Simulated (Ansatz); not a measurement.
A made-up structure of GaHOF (charge -1), closed shell:

O1  (-1.506, -0.446, 0.901)
Ga2  (-0.148, 0.026, -0.005)
F3  (1.558, -0.527, 0.384)
H4  (-1.301, -1.316, 1.278)
(Å)

It is relaxed with PBE-D4/def2-SVPD and then PBE0-D4/def2-TZVPD (Ansatz 0.2.0). Atoms count as bonded within 1.22 times the sum of their covalent radii (H–H: 0.88 Å). The end point is not checked to be a true minimum.

Does its bonding change? (A judgement: the text doesn't fix the answer.)

Computed: No: no bond forms or breaks.

Where it ends: The first stage lowers the energy by 1.02 eV in 6 steps. It ends as GaHOF ([OH][Ga][F]), total charge -1:
O1  (-1.492, -0.591, 0.836)
Ga2  (-0.155, 0.325, -0.145)
F3  (1.259, -0.733, 0.536)
H4  (-1.010, -1.263, 1.331)
(Å)

Labels in which every atom is bracketed show which atoms are joined, not bond orders.

For scale, one of the runs: PBE0-D4/def2-TZVPD relaxation, 143 basis functions, launched by `ansatz run in.yaml --threads 2 --pin off --events-out ev --progress --plain --max-ram 4352MiB`. The run took about 20 s on 2 CPU threads of an Arm Neoverse V1 (shared host).
